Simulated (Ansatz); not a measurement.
Mulliken charges of `[OH][Nb]([F])(=[S])[Cl]` from ωB97M-V/def2-TZVPP in Ansatz (PBE0-D4/def2-TZVP geometry).

```
atom   x (Å)   y (Å)   z (Å)  charge (e)
  O1  -0.788   0.641   1.069      -0.465
 Nb2   0.369  -0.100  -0.190       1.175
  F3   1.927  -0.666   0.642      -0.363
  S4  -0.595  -1.780  -1.075      -0.304
 Cl5   0.811   1.434  -1.819      -0.261
  H6  -1.682   0.407   1.328       0.219
```

By hand: the dipole of these point charges (1 e Å = 4.8032 D).

Σ q r = (-0.299, 0.082, 0.139) e Å, of length 0.340 e Å = 1.63 D.

How does the dipole of the full density compare? (An estimate is asked.)

Ansatz gave: (-0.340, 0.166, 0.313) e Å, 2.36 D; the point charges give 0.69 times that, at 18° from its direction.

Point charges leave out the atoms' own dipoles, such as those of lone pairs, and Mulliken's split depends on the basis, so the two needn't agree.
